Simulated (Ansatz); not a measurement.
Geometry optimisation of La2F6.

```yaml
crystal:
  periodic: [false, false, false]
  atoms:
    - {symbol: La, position_ang: [-0.911200, -0.683440, 0.226540]}
    - {symbol: La, position_ang: [0.889570, 0.388970, -0.636200]}
    - {symbol: F, position_ang: [1.537540, -0.969590, -1.207250]}
    - {symbol: F, position_ang: [-1.639050, -0.804470, -1.205940]}
    - {symbol: F, position_ang: [2.616010, 0.725730, 0.514680]}
    - {symbol: F, position_ang: [-2.558000, 0.385440, 0.994690]}
    - {symbol: F, position_ang: [0.002880, -0.725240, 1.528770]}
    - {symbol: F, position_ang: [0.062250, 1.682600, -0.215290]}
basis:
  gaussian: {orbitals: def2-SVP}
hamiltonian: {xc: pbe0, dispersion: d4}
scf: {lower_state_search: "off"}
output: {orbitals: {seedname: orbitals}}
relax: {f_tol: 0.02, max_steps: 100}
```

```sh
$ ansatz run in.yaml --threads 4 --pin off --events-out ev --progress --plain --max-ram 4787MiB
```

It prints (some lines left out):

```
Functional definition: PBE0
mean field -17965.28281958 eV, -660.2119663134 hartree, gradient 2.5e-6 eV, S^2 0.000000; 0 other end points of the search recorded, 0 dependent functions left out
relax step   1: F+E_penalty+E_count = -17965.49148810 eV  Δ(F+E_penalty+E_count) = +0.000e0 eV  max|allowed force component| = 3.278e1 eV/Å  Δτ_max = 0.0000 Å  (19 SCF iters, accepted)
mean field -17990.69163007 eV, -661.1457228763 hartree, gradient 2.7e-6 eV, S^2 0.000000; 0 other end points of the search recorded, 0 dependent functions left out
relax step   2: F+E_penalty+E_count = -17990.88930472 eV  Δ(F+E_penalty+E_count) = -2.540e1 eV  max|allowed force component| = 1.549e1 eV/Å  Δτ_max = 0.1972 Å  (30 SCF iters, accepted)
mean field -18001.14081322 eV, -661.5297232745 hartree, gradient 2.3e-6 eV, S^2 0.000000; 0 other end points of the search recorded, 0 dependent functions left out
relax step   3: F+E_penalty+E_count = -18001.33005875 eV  Δ(F+E_penalty+E_count) = -1.044e1 eV  max|allowed force component| = 4.710e0 eV/Å  Δτ_max = 0.1944 Å  (25 SCF iters, accepted)
mean field -18003.93811401 eV, -661.6325221825 hartree, gradient 3.1e-6 eV, S^2 0.000000; 0 other end points of the search recorded, 0 dependent functions left out
relax step   4: F+E_penalty+E_count = -18004.12020211 eV  Δ(F+E_penalty+E_count) = -2.790e0 eV  max|allowed force component| = 2.761e0 eV/Å  Δτ_max = 0.1948 Å  (24 SCF iters, accepted)
mean field -18005.34506503 eV, -661.6842266788 hartree, gradient 3.0e-6 eV, S^2 0.000000; 0 other end points of the search recorded, 0 dependent functions left out
relax step   5: F+E_penalty+E_count = -18005.52487592 eV  Δ(F+E_penalty+E_count) = -1.405e0 eV  max|allowed force component| = 2.182e0 eV/Å  Δτ_max = 0.1935 Å  (24 SCF iters, accepted)
mean field -18006.12244510 eV, -661.7127948693 hartree, gradient 5.8e-6 eV, S^2 0.000000; 0 other end points of the search recorded, 0 dependent functions left out
relax step   6: F+E_penalty+E_count = -18006.30261107 eV  Δ(F+E_penalty+E_count) = -7.777e-1 eV  max|allowed force component| = 1.542e0 eV/Å  Δτ_max = 0.1994 Å  (19 SCF iters, accepted)
mean field -18006.76366448 eV, -661.7363592468 hartree, gradient 3.0e-6 eV, S^2 0.000000; 0 other end points of the search recorded, 0 dependent functions left out
relax step   7: F+E_penalty+E_count = -18006.94413307 eV  Δ(F+E_penalty+E_count) = -6.415e-1 eV  max|allowed force component| = 7.727e-1 eV/Å  Δτ_max = 0.1950 Å  (25 SCF iters, accepted)
mean field -18007.12031073 eV, -661.7494657549 hartree, gradient 3.0e-6 eV, S^2 0.000000; 0 other end points of the search recorded, 0 dependent functions left out
relax step   8: F+E_penalty+E_count = -18007.29341124 eV  Δ(F+E_penalty+E_count) = -3.493e-1 eV  max|allowed force component| = 5.833e-1 eV/Å  Δτ_max = 0.1998 Å  (25 SCF iters, accepted)
mean field -18007.38851809 eV, -661.7593221935 hartree, gradient 3.1e-6 eV, S^2 0.000000; 0 other end points of the search recorded, 0 dependent functions left out
relax step   9: F+E_penalty+E_count = -18007.55284708 eV  Δ(F+E_penalty+E_count) = -2.594e-1 eV  max|allowed force component| = 4.268e-1 eV/Å  Δτ_max = 0.1910 Å  (24 SCF iters, accepted)
mean field -18007.52963506 eV, -661.7645081464 hartree, gradient 3.0e-6 eV, S^2 0.000000; 0 other end points of the search recorded, 0 dependent functions left out
relax step  10: F+E_penalty+E_count = -18007.68934512 eV  Δ(F+E_penalty+E_count) = -1.365e-1 eV  max|allowed force component| = 3.057e-1 eV/Å  Δτ_max = 0.1993 Å  (25 SCF iters, accepted)
mean field -18007.63904805 eV, -661.7685289997 hartree, gradient 3.0e-6 eV, S^2 0.000000; 0 other end points of the search recorded, 0 dependent functions left out
relax step  11: F+E_penalty+E_count = -18007.79444795 eV  Δ(F+E_penalty+E_count) = -1.051e-1 eV  max|allowed force component| = 3.975e-1 eV/Å  Δτ_max = 0.1950 Å  (26 SCF iters, accepted)
mean field -18007.71687457 eV, -661.7713890714 hartree, gradient 4.7e-6 eV, S^2 0.000000; 0 other end points of the search recorded, 0 dependent functions left out
relax step  12: F+E_penalty+E_count = -18007.86966797 eV  Δ(F+E_penalty+E_count) = -7.522e-2 eV  max|allowed force component| = 2.177e-1 eV/Å  Δτ_max = 0.1992 Å  (19 SCF iters, accepted)
mean field -18007.77604122 eV, -661.7735634058 hartree, gradient 5.5e-6 eV, S^2 0.000000; 0 other end points of the search recorded, 0 dependent functions left out
relax step  13: F+E_penalty+E_count = -18007.92734734 eV  Δ(F+E_penalty+E_count) = -5.768e-2 eV  max|allowed force component| = 1.203e-1 eV/Å  Δτ_max = 0.1991 Å  (19 SCF iters, accepted)
mean field -18007.80916297 eV, -661.7747806075 hartree, gradient 4.8e-6 eV, S^2 0.000000; 0 other end points of the search recorded, 0 dependent functions left out
relax step  14: F+E_penalty+E_count = -18007.95899150 eV  Δ(F+E_penalty+E_count) = -3.164e-2 eV  max|allowed force component| = 1.941e-1 eV/Å  Δτ_max = 0.1911 Å  (19 SCF iters, accepted)
mean field -18007.81055069 eV, -661.7748316055 hartree, gradient 5.3e-6 eV, S^2 0.000000; 0 other end points of the search recorded, 0 dependent functions left out
relax step  15: F+E_penalty+E_count = -18007.95937674 eV  Δ(F+E_penalty+E_count) = -3.852e-4 eV  max|allowed force component| = 4.129e-1 eV/Å  Δτ_max = 0.1953 Å  (19 SCF iters, accepted)
mean field -18007.84577326 eV, -661.7761260109 hartree, gradient 2.5e-6 eV, S^2 0.000000; 0 other end points of the search recorded, 0 dependent functions left out
relax step  16: F+E_penalty+E_count = -18007.99520178 eV  Δ(F+E_penalty+E_count) = -3.583e-2 eV  max|allowed force component| = 1.545e-2 eV/Å  Δτ_max = 0.1344 Å  (19 SCF iters, accepted)
mean field -18007.84772260 eV, -661.7761976480 hartree, gradient 2.9e-6 eV, S^2 0.000000; 0 other end points of the search recorded, 0 dependent functions left out
relax step  17: F+E_penalty+E_count = -18007.99694710 eV  Δ(F+E_penalty+E_count) = -1.745e-3 eV  max|allowed force component| = 6.207e-2 eV/Å  Δτ_max = 0.0617 Å  (19 SCF iters, accepted)
mean field -18007.84836756 eV, -661.7762213498 hartree, gradient 2.9e-6 eV, S^2 0.000000; 0 other end points of the search recorded, 0 dependent functions left out
relax step  18: F+E_penalty+E_count = -18007.99757937 eV  Δ(F+E_penalty+E_count) = -6.323e-4 eV  max|allowed force component| = 3.964e-2 eV/Å  Δτ_max = 0.0390 Å  (20 SCF iters, accepted)
mean field -18007.84860832 eV, -661.7762301974 hartree, gradient 2.9e-6 eV, S^2 0.000000; 0 other end points of the search recorded, 0 dependent functions left out
relax step  19: F+E_penalty+E_count = -18007.99799711 eV  Δ(F+E_penalty+E_count) = -4.177e-4 eV  max|allowed force component| = 5.479e-2 eV/Å  Δτ_max = 0.0254 Å  (20 SCF iters, accepted)
mean field -18007.84880606 eV, -661.7762374644 hartree, gradient 2.2e-6 eV, S^2 0.000000; 0 other end points of the search recorded, 0 dependent functions left out
relax step  20: F+E_penalty+E_count = -18007.99813753 eV  Δ(F+E_penalty+E_count) = -1.404e-4 eV  max|allowed force component| = 1.867e-2 eV/Å  Δτ_max = 0.0053 Å  (14 SCF iters, accepted)
Total energy: -18007.99820638 eV, -661.7817278249 hartree
Atom 0 at    -1.906283    -0.135072     0.185242 Å, force    -0.015728     0.007576     0.008434 eV/Å
Atom 1 at     1.906298     0.136183    -0.183746 Å, force     0.018672     0.005849     0.009505 eV/Å
Atom 2 at     2.952236    -0.862637    -1.757554 Å, force     0.000444     0.000903     0.000790 eV/Å
Atom 3 at    -3.082476    -1.290608    -1.174744 Å, force    -0.001065    -0.000025     0.000554 eV/Å
Atom 4 at     3.092433     1.285275     1.174769 Å, force    -0.010395    -0.008336    -0.011624 eV/Å
Atom 5 at    -2.962354     0.864601     1.752988 Å, force     0.008374    -0.008087    -0.010559 eV/Å
Atom 6 at     0.154597    -1.089995     0.795794 Å, force     0.001227    -0.002488     0.003982 eV/Å
Atom 7 at    -0.154452     1.092254    -0.792749 Å, force    -0.001529     0.004608    -0.001082 eV/Å
Dipole moment:    -0.000166     0.001478     0.002007 e Å
Checks for a lower state left out: stability, starts, cluster_reference, orbital_swaps, neighbouring_geometries, increment
```

Run time 71 s (4 threads of Arm Neoverse V1 on a shared host).

In the def2 sets La takes a core potential; there is no spin–orbit coupling. The relaxation made no stability test and no search for a lower SCF solution. No other spin state of charge 0 was run. The structure comes from a short search, and lower isomers may exist.
